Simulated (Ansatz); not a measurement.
Harmonic frequencies (cm⁻¹) at PBE0-D4/def2-TZVP from Ansatz: 155, 164, 222, 297, 317, 377, 459, 613, 699, 736, 826, 852, 901, 943, 1091, 1581, 2245, 2413, 2423, 3611, 3708.

Each molecule was computed in one conformer, which needn't be the lowest.

(1) Which molecule is it?
A. `BCOC#N`
B. `OB(F)C1=CO1`
C. `N[SiH](F)P`
D. `F[SiH2]NP`

## Answers

(1) C.
